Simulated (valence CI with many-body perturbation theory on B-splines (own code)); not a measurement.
**From CI to CI+MBPT in Sm30+**

Computed by valence CI with perturbative core correlation (CI+MBPT): four valence electrons over a frozen Dirac-Fock core [Ar] 3d10, radial functions for each j: 11 s, 11 p, 9 d, 7 f, 5 g, 2 h, 1 i, with the one-electron correlation potential Σ1, the two-electron term Σ2, the three-electron term Σ3, Breit, model QED; selected CI, second order for the rest (own B-spline code, finite nucleus).

The last digits are not significant, and no measured levels were compared; by estimate large intervals hold to a few tenths of a per cent, small ones and those within an open d or f shell to about a per cent.

Each rung adds one term. CI alone is the Dirac-Coulomb CI over the frozen core; QED comes last and gives the full result, which names the levels. Energies are above (4s^2 4p1/2^2) J=0 on the same rung, in cm⁻¹.

Levels are named by their leading jj configuration (3d3/2^4 stands for four electrons in 3d with j = 3/2), which in mixed levels can hold well under half, so a name can repeat and another be missing. Letters in brackets count levels of one name in rising energy.

```tsv
Level	CI alone	Σ1	Σ2	Σ3	Breit	QED	Full
(4s^2 4p1/2 4p3/2) J=1	268335	+1288	+1077	+87	-3674	+457	267571
(4s^2 4p1/2 4p3/2) J=2	294885	+1307	+668	+31	-3871	+458	293478
(4s^2 4p3/2^2) J=2	582967	+2603	+1539	+63	-7456	+892	580608
(4s^2 4p3/2^2) J=0	642097	+2620	+495	-89	-7243	+876	638756
(4s 4p1/2^2 4p3/2) J=2	807915	+899	+2709	+249	-637	-4135	807001
(4s 4p1/2^2 4p3/2) J=1	901652	+924	-922	+120	-686	-4042	897046
(4s 4p1/2 4p3/2^2) J=2 [a]	1054900	+2002	+4183	+327	-4026	-3558	1053830
(4s 4p1/2 4p3/2^2) J=3	1107190	+2057	+3018	+266	-4552	-3503	1104480
(4s^2 4p1/2 4d3/2) J=2	1151440	+879	+1280	+301	-5237	-1403	1147260
(4s 4p1/2 4p3/2^2) J=0	1161940	+2130	+1522	+111	-3953	-3640	1158110
(4s 4p1/2 4p3/2^2) J=1 [a]	1188480	+2098	-679	+136	-4282	-3457	1182290
(4s 4p1/2 4p3/2^2) J=1 [b]	1233620	+1986	-5272	+23	-3923	-3548	1222880
(4s 4p1/2 4p3/2^2) J=2 [b]	1238360	+1463	-2113	+122	-5176	-2178	1230480
(4s^2 4p1/2 4d5/2) J=3	1305430	+862	-2095	+145	-7466	-198	1296680
(4s^2 4p1/2 4d3/2) J=1	1311930	+619	-7284	-73	-5382	-811	1298990
(4s^2 4p1/2 4d5/2) J=2	1325980	+907	-5986	+39	-6763	-530	1313650
(4s 4p3/2^3) J=2	1425740	+3091	+2363	+239	-8154	-2597	1420680
(4s 4p3/2^3) J=1	1514530	+2580	-3903	+104	-8064	-1844	1503400
(4s^2 4p3/2 4d3/2) J=2	1547330	+1664	-5101	+96	-9124	-97	1534770
```

The middle columns are the shifts that each term adds.

(1) How does the ionisation energy move along the ladder, and which term matters most?

Answers

(1) CI alone 1181.6, + Σ1 1183.2, + Σ2 1183.3, + Σ3 1183.2, + Breit 1182.0, + QED 1182.1 eV. The largest step is Σ1, 1.6 eV. NIST lists 1180 ± 4 eV (theoretical).
